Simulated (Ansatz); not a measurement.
`[SiH3][Sb]([SiH3])[Cl]` + `NN[SiH3]` → `[SiH3][SbH][Cl]` + `NN([SiH3])[SiH3]` at 700 K and 1 bar (redistribution).

Computed with Ansatz on PBE0-D4/def2-TZVP structures; ΔE is electronic, products minus reactants. CCSD(T)/CBS adds triple-zeta CCSD(T) − MP2 to the extrapolated MP2 energy (def2 sets, frozen cores). Elements past krypton have def2 core potentials. For Sb outer-core shells are correlated without core-valence functions, which leaves a few kJ/mol of doubt a bond. Each species was taken in one conformer, which may not be the lowest.

```json
{"species": "`[SiH3][Sb]([SiH3])[Cl]`", "CCSD(T)/CBS energy (Eh)": "-1281.59882", "H − E (kJ/mol)": "221.9", "S (J/(mol·K))": "538.7"}
{"species": "`NN[SiH3]`", "CCSD(T)/CBS energy (Eh)": "-402.05945", "H − E (kJ/mol)": "240.3", "S (J/(mol·K))": "394.0"}
{"species": "`[SiH3][SbH][Cl]`", "CCSD(T)/CBS energy (Eh)": "-991.30233", "H − E (kJ/mol)": "147.8", "S (J/(mol·K))": "433.4"}
{"species": "`NN([SiH3])[SiH3]`", "CCSD(T)/CBS energy (Eh)": "-692.36045", "H − E (kJ/mol)": "304.4", "S (J/(mol·K))": "475.2"}
```

H − E and S are ideal-gas, rigid-rotor, harmonic terms from PBE0-D4/def2-TZVP, for one conformer and one mirror image of each species. 1 Eh = 2625.50 kJ/mol, R = 8.31446 J/(mol·K).

Q: By hand: ΔE, ΔH, ΔS and ΔG.

A: ΔE = (-991.30233) + (-692.36045) − (-1281.59882) − (-402.05945) = -0.00451 Eh = -11.8 kJ/mol. Δ(H − E) = 147.8 + 304.4 − 221.9 − 240.3 = -10.0, so ΔH = -21.8 kJ/mol. ΔS = 433.4 + 475.2 − 538.7 − 394.0 = -24.1 J/(mol·K). ΔG = -21.8 − 700 × (-24.1)/1000 = -4.9 kJ/mol.

Q: By hand: the equilibrium constant, and the temperature at which ΔG would vanish if ΔH and ΔS stayed fixed.

A: log₁₀ K = −ΔG/(RT ln 10) = 0.4. ΔG = 0 at ΔH/ΔS = 905 K.

TΔS isn't small against ΔH here. The sign of ΔG lies within the doubt. A doubt of 5 kJ/mol in ΔE shifts log₁₀ K by 0.4 here. Other conformers and mirror images would add mixing entropy, several J/(mol·K) or more a flexible species. These are equilibria of isolated gas molecules and say nothing of rates. Largest T1 diagnostic: 0.013 (customary marks: 0.02 for closed shells, 0.045 for open ones).
